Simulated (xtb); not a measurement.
H2Cl2Si, SMILES Cl[SiH2]Cl. All values are semi-empirical tight-binding results from xtb (GFN2-xTB unless named), good for trends rather than for accurate numbers. Geometry: GFN2-xTB.

Task: Estimate the properties. (Estimate from the structure and the level; the computed values follow.)

Result: 
```
Quantity                                        Value
--------------------------------------  -------------
point group as xtb finds it                       C2v
orbital gap                                   6.08 eV
dipole moment                                  1.64 D
zero-point energy                       11.9 kcal/mol
G − E(el) at 298.15 K (modified RRHO)   -5.5 kcal/mol
static polarisability (D4 model)           57.4 bohr³
solvation energy, GFN2-xTB/ALPB(water)  -0.3 kcal/mol
solvation energy, GFN2-xTB/ALPB(thf)    -2.8 kcal/mol
```
